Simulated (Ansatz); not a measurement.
SiH2Me(OMe) (C2H8OSi): single points at one geometry.

```yaml
crystal:
  periodic: [false, false, false]
  atoms:
    - {symbol: Si, position_ang: [0.384262, 0.553313, 0.260416]}
    - {symbol: H, position_ang: [0.402409, 0.620437, 1.759145]}
    - {symbol: H, position_ang: [1.806895, 0.573405, -0.215673]}
    - {symbol: C, position_ang: [-0.584126, 1.969673, -0.461482]}
    - {symbol: H, position_ang: [-0.141759, 2.936983, -0.173919]}
    - {symbol: H, position_ang: [-1.626179, 1.949427, -0.105686]}
    - {symbol: H, position_ang: [-0.597071, 1.911269, -1.561085]}
    - {symbol: O, position_ang: [-0.361858, -0.855201, -0.237518]}
    - {symbol: C, position_ang: [0.091541, -2.140665, 0.115093]}
    - {symbol: H, position_ang: [1.123654, -2.328520, -0.238971]}
    - {symbol: H, position_ang: [-0.569268, -2.888729, -0.350707]}
    - {symbol: H, position_ang: [0.071489, -2.301381, 1.210368]}
basis:
  gaussian: {orbitals: def2-TZVP, initial_orbitals: start.molden}
correlation: {method: mp2}
scf: {omitted_lower_state_checks: [starts]}
output: {orbitals: {seedname: orbitals}}
```

The file start.molden holds the orbitals of an earlier run on this structure, at another level or in another basis.

```sh
$ ansatz run in.yaml --threads 4 --pin off --events-out ev --progress --plain --max-ram 3916MiB
```

It prints (some lines left out):

```
Functional definition: HF
1214 factors; integrals over basis functions are off by at most 1.3e-3 eV
mean field evaluation 1: about -12089.2151 eV, gradient 2.7e1 eV
mean field evaluation 2: about -12089.9002 eV, gradient 7.4e-1 eV
mean field evaluation 4: about -12090.1286 eV, gradient 6.0e-3 eV
mean field evaluation 8: about -12090.1286 eV, gradient 1.1e-6 eV
mean field -12090.12861128 eV, -444.3040314812 hartree, gradient 4.0e-6 eV, S^2 0.000000; 0 other end points of the search recorded, 0 dependent functions left out
8 core orbitals not correlated: weight in the atoms' cores, before any rotation towards them, 1.000 or more for the frozen orbitals, at most 0.000 for the correlated occupied ones
reference -12090.12861128 eV, -444.3040314812 hartree; 13, 13 occupied and 157, 157 virtual orbitals, 1214 factors
second order -18.96040391 eV of doubles, -0.00000000 eV of singles
Total energy: -12109.08901519 eV, -445.0008134730 hartree
Checks for a lower state left out: starts
```

Run time 1.3 s (4 threads of Arm Neoverse V1 on a shared host).

The first input with `hamiltonian: {xc: lda}` and without the key `correlation` (abridged; 0.85 s):

```
Functional definition: SPW92
mean field -12064.46598648 eV, -443.3609474143 hartree, gradient 1.2e-5 eV, S^2 0.000000
Total energy: -12064.46602844 eV, -443.3609489564 hartree
Checks for a lower state left out: starts
```

First input, but with `hamiltonian: {xc: {name: wB97X-V}}`, `output: {forces: true, orbitals: {seedname: orbitals}}` and without the key `correlation` (abridged; 6.5 s):

```
Functional definition: wB97X-V
mean field -12129.68158730 eV, -445.7575765396 hartree, gradient 2.0e-5 eV, S^2 0.000000
Total energy: -12129.68158507 eV, -445.7575764580 hartree
Atom 0 force    -0.143210    -0.413868    -0.092123 eV/Å
Atom 1 force     0.008590    -0.040665    -0.172929 eV/Å
Atom 2 force    -0.161091    -0.034550     0.066006 eV/Å
Atom 3 force    -0.142327     0.127564    -0.101189 eV/Å
Atom 4 force    -0.084365    -0.226013    -0.053849 eV/Å
Atom 5 force     0.242304     0.006100    -0.078487 eV/Å
Atom 6 force     0.007817     0.015172     0.251867 eV/Å
Atom 7 force     0.213598     0.614498     0.137251 eV/Å
Atom 8 force     0.198346    -0.480977     0.154417 eV/Å
Atom 9 force    -0.265653     0.105864     0.066549 eV/Å
Atom 10 force     0.142098     0.227622     0.099069 eV/Å
Atom 11 force    -0.016108     0.099252    -0.276581 eV/Å
Dipole moment:     0.051470    -0.023252     0.037164 e Å
Checks for a lower state left out: starts
```

First input, but with `hamiltonian: {xc: pbe0, dispersion: d4}` and without the key `correlation` (abridged; 1.7 s):

```
Functional definition: PBE0
mean field -12123.86063746 eV, -445.5436605786 hartree, gradient 1.3e-5 eV, S^2 0.000000
Total energy: -12124.02816626 eV, -445.5498171485 hartree
Checks for a lower state left out: starts
```

As the first input, with `hamiltonian: {xc: {name: LC-wPBE}}` and without the key `correlation` (abridged; 1.7 s):

```
Functional definition: LC-wPBE
mean field -12127.33304694 eV, -445.6712692736 hartree, gradient 1.4e-5 eV, S^2 0.000000
Total energy: -12127.33304695 eV, -445.6712692739 hartree
Checks for a lower state left out: starts
```

The first input with `hamiltonian: {xc: pbe}`, `correlation: {method: rpa}` and without the key `output` (abridged; 2.9 s):

```
Functional definition: PBE
mean field -12122.56387484 eV, -445.4960054315 hartree, gradient 1.4e-6 eV, S^2 0.000000
8 core orbitals not correlated: weight in the atoms' cores, before any rotation towards them, 1.000 or more for the frozen orbitals, at most 0.000 for the correlated occupied ones
Total energy: -12120.90790621 eV, -445.4351497067 hartree
Checks for a lower state left out: starts
```

As the first input, with `gaussian: {orbitals: def2-TZVPP, initial_orbitals: start.molden}`, `correlation: {method: ccsd_t}` (abridged; 5.5 min):

```
Functional definition: HF
mean field -12090.19700298 eV, -444.3065448297 hartree, gradient 7.2e-6 eV, S^2 0.000000
8 core orbitals not correlated: weight in the atoms' cores, before any rotation towards them, 1.000 or more for the frozen orbitals, at most 0.000 for the correlated occupied ones
second order -19.59861932 eV of doubles, -0.00000000 eV of singles
cycle   1  -20.26867606 eV  change   -6.7e-1 eV  update   9.2e-2
cycle   2  -20.77023406 eV  change   -5.0e-1 eV  update   2.7e-2
cycle   3  -20.87183718 eV  change   -1.0e-1 eV  update   1.3e-2
cycle   4  -20.86533762 eV  change    6.5e-3 eV  update   2.7e-3
cycle   5  -20.86512354 eV  change    2.1e-4 eV  update   1.1e-3
cycle   6  -20.86535225 eV  change   -2.3e-4 eV  update   3.0e-4
cycle   7  -20.86521694 eV  change    1.4e-4 eV  update   1.2e-4
cycle   8  -20.86520017 eV  change    1.7e-5 eV  update   3.8e-5
cycle   9  -20.86521061 eV  change   -1.0e-5 eV  update   1.4e-5
perturbative correction -0.74001498 eV, -0.0271950488 hartree
Total energy: -12111.80222856 eV, -445.1005222253 hartree
Checks for a lower state left out: starts
```

Geometry: r2SCAN-D4/def2-SVP.

LC-ωPBE has ω = 0.4 bohr⁻¹. Correlated methods freeze 8 core orbitals.
